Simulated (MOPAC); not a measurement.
Job for MOPAC: PM6 on Ir2, 2S+1 = 5, a spin state set in the input, which need not be the lowest, a point of a bond scan (R = 2.150 Å).

```
PM6 1SCF PRECISE CHARGE=0 UHF MS=2 THREADS=1
Ir2

Ir     0.00000000 1     0.00000000 1     0.00000000 1
Ir     0.00000000 1     0.00000000 1     2.15018900 1
```

Output:

```
*******************************************************************************
 **                                                                           **
 **                              MOPAC v23.2.5                                **
 **                                                                           **
 *******************************************************************************
 ** MOPAC's Digital Object Identifier: https://doi.org/10.5281/zenodo.6511958 **
 **                                                                           **
 ** Please cite the open-source release paper for use of this MOPAC version:  **
 ** J. E. Moussa and J. J. P. Stewart (2026)                                  **
 ** MOPAC: An open-source semiempirical molecular orbital program             **
 ** J. Open Source Softw., 11(119), 8025, https://doi.org/10.21105/joss.08025 **
 *******************************************************************************

                              PM6 CALCULATION RESULTS

 *******************************************************************************
 *  PM6        - The PM6 Hamiltonian to be used
 *  UHF        - UNRESTRICTED HARTREE-FOCK CALCULATION
 *
 *
 *
 *                 CHARGE ON SYSTEM = 0
 *
 *
 *
 *  MS=        - IN MECI, MAGNETIC COMPONENT OF SPIN =  2.0
 *  PRECISE    - TIGHTER CRITERIA TO BE USED
 *  1SCF       - DO 1 SCF AND THEN STOP
 *  THREADS=1  - MULTI-THREADING NOT USED
 *  T=         - A TIME OF 172800.0 SECONDS REQUESTED
 *  DUMP=N     - RESTART FILE WRITTEN EVERY 7200.0 SECONDS REQUESTED
 *******************************************************************************
PM6 1SCF PRECISE CHARGE=0 UHF MS=2 THREADS=1
 Ir2

   ATOM   CHEMICAL          X               Y               Z
  NUMBER   SYMBOL      (ANGSTROMS)     (ANGSTROMS)     (ANGSTROMS)

     1      Ir          0.00000000  *   0.00000000  *   0.00000000  *
     2      Ir          0.00000000  *   0.00000000  *   2.15018900  *



          CARTESIAN COORDINATES

    NO.       ATOM           X           Y           Z

     1        Ir          0.0000      0.0000      0.0000
     2        Ir          0.0000      0.0000      2.1502

 General Reference for PM6:
 "Optimization of Parameters for Semiempirical Methods V: Modification of NDDO Approximations
 and Application to 70 Elements", J. J. P. Stewart, J. Mol. Mod., 13, 1173-1213 (2007)
 URL: https://link.springer.com/article/10.1007/s00894-007-0233-4

           Empirical Formula: Ir2  =     2 atoms



      MOLECULAR POINT GROUP   :   D*h


          UHF CALCULATION, NO. OF ALPHA ELECTRONS =   11
                           NO. OF BETA  ELECTRONS =    7

 -------------------------------------------------------------------------------
 PM6 1SCF PRECISE CHARGE=0 UHF MS=2 THREADS=1
 Ir2



     1SCF WAS SPECIFIED, SO BFGS WAS NOT USED
     SCF FIELD WAS ACHIEVED


                              PM6 CALCULATION
                                                       MOPAC v23.2.5 Linux




          FINAL HEAT OF FORMATION =        -28.61090 KCAL/MOL =    -119.70800 KJ/MOL


          COSMO AREA              =        117.68 SQUARE ANGSTROMS
          COSMO VOLUME            =        113.74 CUBIC ANGSTROMS

          IONIZATION POTENTIAL    =         10.892183 EV
          ALPHA SOMO LUMO (EV)    =        -10.892 -6.983
          BETA  SOMO LUMO (EV)    =        -10.943 -8.142
          NO. OF ALPHA ELECTRONS  =         11
          NO. OF BETA  ELECTRONS  =          7
          MOLECULAR WEIGHT        =        384.4400         POINT GROUP:  D*h

          MOLECULAR DIMENSIONS (Angstroms)

            Atom       Atom       Distance
           Ir     2   Ir     1     2.15019
           Ir     2   Ir     1     0.00000
           Ir     1   Ir     2     0.00000


          SCF CALCULATIONS        =          1





   ATOM   CHEMICAL          X               Y               Z
  NUMBER   SYMBOL      (ANGSTROMS)     (ANGSTROMS)     (ANGSTROMS)

     1      Ir          0.00000000  *   0.00000000  *   0.00000000  *
     2      Ir          0.00000000  *   0.00000000  *   2.15018900  *

                             CARTESIAN COORDINATES

   1   Ir        0.000000000     0.000000000     0.000000000
   2   Ir        0.000000000     0.000000000     2.150189000


           Empirical Formula: Ir2  =     2 atoms



      MOLECULAR POINT GROUP   :   D*h


          ALPHA EIGENVALUES
 -20.22262 -12.80750 -12.80750 -12.78993 -11.80295 -11.70893 -11.34314 -11.24911
 -11.15699 -10.89218 -10.89218  -6.98256  -6.39803  -6.39803  -6.28995  -6.28995
  -6.19871  -2.79695


           BETA EIGENVALUES
 -19.22570 -12.39244 -12.38597 -12.38597 -11.46274 -11.33904 -10.94307  -8.14220
  -7.84755  -7.63909  -7.63909  -6.96442  -6.36066  -6.36066  -6.26565  -6.26565
  -6.19438  -1.44704


              NET ATOMIC CHARGES AND DIPOLE CONTRIBUTIONS

  ATOM NO.   TYPE          CHARGE      No. of ELECS.   s-Pop       p-Pop       d-Pop
    1         Ir          -0.000000        9.0000     1.00354     0.02841     7.96805
    2         Ir           0.000000        9.0000     1.00354     0.02841     7.96805
 DIPOLE           X         Y         Z       TOTAL
 POINT-CHG.     0.000     0.000     0.000     0.000
 HYBRID         0.000     0.000    -0.000     0.000
 SUM            0.000     0.000     0.000     0.000


          ATOMIC ORBITAL ELECTRON POPULATIONS

     Atom    s        px        py        pz      x^2-y^2     xz        z^2       yz        xy
    1 Ir   1.00354   0.00790   0.00790   0.01261   2.00000   1.49210   1.48385   1.49210   1.50000
    2 Ir   1.00354   0.00790   0.00790   0.01261   2.00000   1.49210   1.48385   1.49210   1.50000


                    (SZ)    =    2.000000
                    (S**2)  =    6.000904


          ATOMIC ORBITAL SPIN POPULATIONS

    Atom   Total    s     px     py     pz   x^2-y^2  xz     z^2    yz     xy
         Atomic
    1 Ir  2.0000  0.006  0.002  0.002 -0.001  0.000  0.498  0.495  0.498  0.500
    2 Ir  2.0000  0.006  0.002  0.002 -0.001  0.000  0.498  0.495  0.498  0.500

 **********************
 *                    *
 * JOB ENDED NORMALLY *
 *                    *
 **********************




 == MOPAC DONE ==
```

The run finished.

Cost: around 0.04 core-seconds (rough).
